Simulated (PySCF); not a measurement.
## Vertical excitation energies

BrCl₃Si.
SMILES with atom numbers: `[Cl:1][Si:2]([Cl:3])([Cl:4])[Br:5]`

Geometry (PBE0-D3(BJ)/def2-SVP, Å), atoms numbered from 1 in this order:
```
atom  x, y, z in Å
Cl1   -0.860   -1.586   -1.001
Si2   -0.007   -0.018   -0.021
Cl3   -0.805    0.107    1.849
Cl4   -0.397    1.699   -1.045
Br5    2.161   -0.308    0.122
```

Theory: TDDFT PBE0/def2-SVPD, vertical, gas phase, core orbitals frozen in the response (PySCF 2.14.0, density-fitted response routines). The PBE0/def2-SVPD calculation is non-relativistic and has no spin–orbit coupling, an omission that weighs most on bromine.

| state | E (eV) | E (hartree) | f | symmetry | main configurations (H = HOMO, L = LUMO) |
| --- | --- | --- | --- | --- | --- |
| S1 | 6.42 | 0.2361 | 0.0059 | E | H-1/H→L (98%) |
| S2 | 6.43 | 0.2363 | 0.0059 | E | H-1/H→L (98%) |
| S3 | 6.94 | 0.2549 | 0.0000 | – | H-2→L (98%) |
| S4 | 7.52 | 0.2765 | 0.025 | E | H-3→L (74%), H-4→L (15%) |
| S5 | 7.53 | 0.2768 | 0.025 | E | H-5→L (88%) |
| S6 | 7.66 | 0.2813 | 0.063 | A1 | H-4→L (73%), H-3→L (15%) |
| S7 | 7.79 | 0.2863 | 0.0011 | – | H-1/H→L+1 (≥59%), H-1/H→L+2 (≥15%), H-1/H→L+3 (≥10%) |
| S8 | 7.82 | 0.2875 | 0.0078 | E | H-1/H→L+2 (≥26%), H-1/H→L+3 (≥19%), H-6→L (16%) |
| S9 | 7.83 | 0.2876 | 0.0066 | E | H-1/H→L+3 (≥54%), H-7→L (13%) |

Triplets (Tamm–Dancoff): T1 5.98 eV, H-1/H→L (≥94%); T2 5.98 eV, H-1/H→L (≥94%); T3 6.58 eV, H-2→L (92%).

The lowest singlet level (S1/S2) comes at 193 nm (620 kJ/mol) in the vacuum ultraviolet; it is weak. The most intense listed level is S6 at 7.66 eV (162 nm, f = 0.063), 1.23 eV above S1. S1/S2, S4/S5 and S8/S9 lie within about 0.01 eV of each other in each set; the point group C3v has degenerate representations, and within a degenerate level the listed configurations can mix freely. Löwdin shares by element: HOMO (one of a set within 0.03 eV) bromine 70%, chlorine 26% or more; LUMO chlorine 33% or more, bromine 29%, silicon 20% (atoms not listed hold the other 17%). The listed states span 1.40 eV, and the widest gap between neighbours is 0.59 eV (S3 to S4). Of the 9 states listed, 3 reach f = 0.01 and 1 stays under 0.0005. Weighted by f, the mean energy of these states is 7.52 eV. All these states lie below the vertical ionisation energy of 11.20 eV (ΔSCF). Symmetry labels in C3v follow from the direction of the transition dipole and are given only for states with f of 0.002 or more. Orbitals of the list HOMO-3 to LUMO+2 that lie within 0.01 eV of each other are written together with a slash and their weights summed (≥ marks a lower bound); for degenerate orbitals outside that list single weights are arbitrary. The window holds the lowest 10 singlets. The highest level found (7.93 eV, f 0.0029 so far) is left out, since the window may have cut off a degenerate partner.

Time: 39 s wall (grids of density and orbitals included); peak memory 0.76 GiB. Hardware: one thread of an AMD EPYC 9B45, no GPU, shared host.
